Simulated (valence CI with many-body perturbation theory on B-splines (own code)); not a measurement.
P9+: electric-dipole lines

Level of theory: valence CI with perturbative core correlation (CI+MBPT): four valence electrons over a frozen Dirac-Fock core [He], a basis of 11 s, 11 p, 10 d, 8 f, 5 g, 2 h functions for each j, with the one-electron correlation potential Σ1, the two-electron term Σ2, the three-electron term Σ3, Breit, model QED; selected CI, second order for the rest, scaled by the run's own slope (own B-spline code, finite nucleus).

No measured levels were compared; by estimate levels of excited configurations hold to 0.05 to 0.15 % of their energy, terms of the ground configuration to about 0.5 %. Among the levels kept, up to 940 cm⁻¹ of a level comes from second order outside the variational space, and about a tenth of that is noise between levels of different J, which matters for small intervals.

Lines 1 to 50 of 528 in falling wavelength, among levels below 331.35 eV, chosen from the strongest by gf and those to the six lowest levels. Wavelengths and rates use the calculated energies, so an error of 200 cm⁻¹ moves a line at 1642 Å by 0.33 % and its rate by three times that or more. Electric multipoles are in the length gauge, E1 and E2 with the static RPA response of the core. Weak lines are less certain than strong ones. Lines between different terms over intervals too small for the method are left out, as are lines whose strength nearly cancels. Where a level lies close to another of its J and parity, the split of strength between their lines is uncertain. The highest levels of a list are the least certain.

Names give the largest LS component (configuration and term), which can be under half, so a name can repeat, a term be missing and a line seem to break the LS rules; names also repeat where a configuration has a term twice. Letters in brackets count levels of one name in rising energy.

```csv
λ vac (Å),Upper,Lower,A (s⁻¹),S (a.u.)
1642,2p³3p ³P_2,2p³3s ³S°_1,1.27e+08,1.38e+00
1641,2s2p²3p ³F°_2,2s2p²3s ¹D_2,5.58e+07,6.09e-01
1641,2p³3p ³P_1,2p³3s ³S°_1,1.28e+08,8.35e-01
1567,2s2p²3p ¹D°_2 [a],2s2p²3s ¹D_2,1.03e+08,9.77e-01
1389,2s²2p3d ¹P°_1,2s²2p3p ¹S_0,1.47e+08,5.83e-01
1346,2s2p²3p ³D°_3 [a],2s2p²3s ³P_2 [a],2.74e+08,2.31e+00
1346,2s2p²3p ¹F°_3,2s2p²3s ¹D_2,2.84e+08,2.39e+00
1329,2s2p²3p ³D°_2 [a],2s2p²3s ³P_1 [a],2.38e+08,1.38e+00
1325,2s2p²3p ³D°_1 [a],2s2p²3s ³P_0 [a],1.79e+08,6.15e-01
1323,2s2p²3d ³D_2 [b],2s2p²3p ³P°_1 [b],9.30e+07,5.31e-01
1322,2s2p²3d ⁵P_3,2s2p²3p ⁵S°_2,1.36e+08,1.09e+00
1317,2s2p²3d ³D_3 [b],2s2p²3p ³P°_2 [b],1.21e+08,9.58e-01
1296,2s2p²3d ⁵P_2,2s2p²3p ⁵S°_2,9.27e+07,4.98e-01
1272,2s2p²3d ⁵P_1,2s2p²3p ⁵S°_2,1.93e+08,5.87e-01
1245,2s2p²3p ³D°_1 [c],2s2p²3s ¹S_0,2.25e+08,6.44e-01
1230,2s2p²3p ¹P°_1 [a],2s2p²3s ¹D_2,3.27e+08,9.01e-01
1223,2s2p²3d ³F_4 [b],2s2p²3p ³D°_3 [b],2.52e+08,2.05e+00
1213,2s2p²3d ³F_3 [b],2s2p²3p ³D°_2 [b],2.38e+08,1.47e+00
1208,2s2p²3d ³F_2 [b],2s2p²3p ³D°_1 [b],2.25e+08,9.80e-01
1199,2s2p²3p ¹P°_1 [b],2s2p²3s ³P_0 [b],2.98e+08,7.61e-01
1188,2p³3p ⁵P_1,2p³3s ⁵S°_2,5.23e+08,1.30e+00
1179,2p³3p ⁵P_2,2p³3s ⁵S°_2,5.35e+08,2.16e+00
1175,2s2p²3d ¹F_3 [b],2s2p²3p ¹D°_2 [b],3.78e+08,2.12e+00
1168,2s2p²3p ³D°_3 [c],2s2p²3s ³P_2 [b],4.10e+08,2.26e+00
1163,2p³3p ⁵P_3,2p³3s ⁵S°_2,5.60e+08,3.04e+00
1154,2s2p²3p ³D°_2 [c],2s2p²3s ³P_1 [b],3.92e+08,1.49e+00
1153,2s2p²3p ⁵D°_3,2s2p²3s ⁵P_3,1.12e+08,5.91e-01
1151,2s2p²3p ³P°_1 [a],2s2p²3s ³P_2 [a],2.27e+08,5.12e-01
1141,2s2p²3d ⁵F_3,2s2p²3p ⁵D°_3,1.12e+08,5.73e-01
1134,2s2p²3p ⁵D°_2,2s2p²3s ⁵P_2,2.75e+08,9.90e-01
1130,2s2p²3p ³P°_2 [a],2s2p²3s ³P_2 [a],4.04e+08,1.44e+00
1126,2s2p²3d ³F_4 [c],2s2p²3p ³D°_3 [c],4.14e+08,2.62e+00
1125,2s2p²3d ⁵F_5,2s2p²3p ⁵D°_4,4.95e+08,3.83e+00
1123,2s²2p3p ³D_3,2s²2p3s ³P°_2,4.92e+08,2.40e+00
1122,2s2p²3d ⁵F_2,2s2p²3p ⁵D°_2,1.79e+08,6.23e-01
1119,2s2p²3d ¹D_2 [c],2s2p²3p ¹P°_1 [c],3.62e+08,1.25e+00
1116,2s2p²3p ⁵D°_1,2s2p²3s ⁵P_1,4.64e+08,9.55e-01
1113,2s2p²3d ⁵F_4,2s2p²3p ⁵D°_3,4.57e+08,2.80e+00
1112,2s2p²3p ³F°_2,2s2p²3s ³D_1,2.94e+08,9.97e-01
1111,2s2p²3d ³F_3 [c],2s2p²3p ³D°_2 [c],4.01e+08,1.90e+00
1111,2s2p²3d ⁵F_1,2s2p²3p ⁵D°_1,2.30e+08,4.67e-01
1109,2s²2p3p ³D_2,2s²2p3s ³P°_1,4.16e+08,1.40e+00
1108,2s2p²3d ³D_2 [c],2s2p²3p ³P°_2 [c],1.24e+08,4.14e-01
1106,2s²2p3p ³D_1,2s²2p3s ³P°_0,2.98e+08,5.97e-01
1105,2s2p²3d ³D_3 [c],2s2p²3p ³P°_2 [c],5.04e+08,2.35e+00
1104,2s2p²3p ⁵D°_4,2s2p²3s ⁵P_3,5.93e+08,3.54e+00
1103,2s2p²3d ⁵F_3,2s2p²3p ⁵D°_2,3.99e+08,1.85e+00
1101,2s2p²3d ³D_3 [b],2s2p²3p ³D°_3 [b],1.88e+08,8.66e-01
1099,2s2p²3d ⁵F_2,2s2p²3p ⁵D°_1,3.26e+08,1.07e+00
1099,2s2p²3d ⁵D_3,2s2p²3p ⁵P°_3,9.04e+07,4.14e-01
```
